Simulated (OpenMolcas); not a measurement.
Ne4+: RASPT2 settings compared

```yaml
Program: OpenMolcas
Basis: ANO-R1 [3s2p1d]
Scalar_Hamiltonian: X2C, finite nucleus
Active_space: 4 electrons in 9 orbitals (RAS2 2s 2p; RAS3 3d, at most 2 electrons)
State_averaging: 2S+1 = 3 even, 3 roots; 2S+1 = 1 even, 6 roots kept (CI in the orbitals of an earlier block); 2S+1 = 3 odd, 8 roots; 2S+1 = 5 odd, 1 root kept (CI in the orbitals of an earlier block); 2S+1 = 1 odd, 5 roots kept (CI in the orbitals of an earlier block, 0 in the spin-orbit step)
Spin-orbit_coupling: state interaction with AMFI integrals over the reference wave functions, term energies averaged over their components
```

Methods on the same reference wave functions:
A. RASSCF
B. SS-RASPT2, IPEA 0.5 Eh, real shift 0.25 Eh (closed shells correlated: none)
C. SS-RASPT2, IPEA 0.15 Eh, real shift 0.15 Eh (closed shells correlated: 1s)
D. SS-RASPT2, IPEA 0 Eh, no level shift (closed shells correlated: none)

Energies in cm⁻¹ above 2s² 2p² ³P₀, the measured ground level; measured values from NIST levels in Podobedova, Fuhr, Reader and Wiese, J. Phys. Chem. Ref. Data 33, 525 (2004).

| Level | A | B | C | D | Measured |
| --- | --- | --- | --- | --- | --- |
| 2s² 2p² ³P₀ | 0.0 | 0.0 | 0.0 | 0.0 | 0.0 |
| 2s² 2p² ³P₁ | 398 | 398 | 398 | 398 | 412 |
| 2s² 2p² ³P₂ | 1149 | 1150 | 1150 | 1150 | 1110 |
| 2s² 2p² ¹D₂ | 32579 | 32381 | 32377 | 32381 | 30292 |
| 2s² 2p² ¹S₀ | 69571 | 68297 | 68227 | 68275 | 63914 |
| 2s 2p³ ⁵S°₂ | 75659 | 74854 | 74734 | 74830 |  |
| 2s 2p³ ³D°₂ | 164379 | 163686 | 163541 | 163662 | 175905 |
| 2s 2p³ ³D°₁ | 164384 | 163691 | 163546 | 163666 | 175927 |
| 2s 2p³ ³D°₃ | 164394 | 163700 | 163556 | 163676 | 175834 |
| 2s 2p³ ³P°₀ | 198737 | 197572 | 197380 | 197539 | 208193 |
| 2s 2p³ ³P°₁ | 198744 | 197579 | 197387 | 197546 |  |
| 2s 2p³ ³P°₂ | 198754 | 197589 | 197398 | 197556 |  |

Deviations, from unrounded energies. A percentage is the sum of absolute deviations over the sum of measured energies, with the sign that they share, or ± where signs differ.

```tsv
Against measurement	Levels	A	B	C	D
mean absolute deviation (cm-1)	8	6500	6700	6800	6700
fine structure of the ground term (%)	2	±3.5	±3.5	±3.5	±3.5
other terms of the ground configuration (%)	2	+8.4	+6.9	+6.8	+6.8
other configurations (%)	4	-6.0	-6.4	-6.5	-6.4
```

A, B, C, D lie about equally close to measurement. The largest miss of A in the table is 2s 2p³ ³D°₁, by -12000 cm-1. The ranking rests on the paired levels alone, and a cruder setting can come out closer through cancelling errors.

Among B to D the level of the table that moves most is 2s 2p³ ³P°₀, by 190 cm-1 (lowest in C, highest in B).

From A to B the spin-free energies of the other terms of 2s² 2p² shown, above ³P, scale by factors of 0.98 to 0.99.

The lowest spin-free term lies below A's lowest term by 0.002 hartree in B, 0.003 hartree in C, 0.002 hartree in D.

Terms from blocks run as CI alone lack orbitals of their own. Active for correlation alone: 3d; no level in the range computed is led by a configuration that fills it, so any true level of that kind is missing. The basis is small and was not contracted for so high a charge. Measured partners are found by configuration, term and J. A level has none where our copy of the source lacks it or the pairing is in doubt (some pairs that miss far off the trend of their configuration count as doubtful), and it then counts in no deviation. Only configurations of the active space appear.

° marks odd parity.
